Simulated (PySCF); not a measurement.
B3LYP has the VWN-RPA correlation part, as in Gaussian. Delta-SCF ions had no search for a lower state. Excitations are Tamm–Dancoff values on a coarser integration grid. The basis has no diffuse functions, so Rydberg states are missing or too high.

Cartesian coordinates (Å):
```xyz
13

C      2.1301     1.0412    -0.1774
O      0.7946     0.7248    -0.4988
Ge     0.1581    -0.8880    -0.2708
Cl     0.3781    -1.4213     1.7962
Cl     1.1947    -2.3038    -1.4722
O     -1.5174    -0.8994    -0.7427
C     -2.4526    -0.0819    -0.0692
H      2.2754     2.1140    -0.3698
H      2.3552     0.8435     0.8851
H      2.8451     0.4760    -0.8005
H     -3.4448    -0.3017    -0.4888
H     -2.4786    -0.2937     1.0138
H     -2.2380     0.9902    -0.2157
```
Charge 0, spin multiplicity 1.

### Question
What dipole moment, T1 excitation (TDA), total energy, vertical ionisation energy (Delta-SCF) and HOMO–LUMO gap does B3LYP-D3(BJ)/def2-TZVP // PBE0-D3(BJ)/def2-SVP (PySCF) give?

### Answer

The dipole moment is 1.72 D, the T1 excitation (TDA) is 5.59 eV and the total energy comes out as -3228.0159 Ha. The vertical ionisation energy (Delta-SCF) is 10.37 eV and the HOMO–LUMO gap is 7.04 eV.
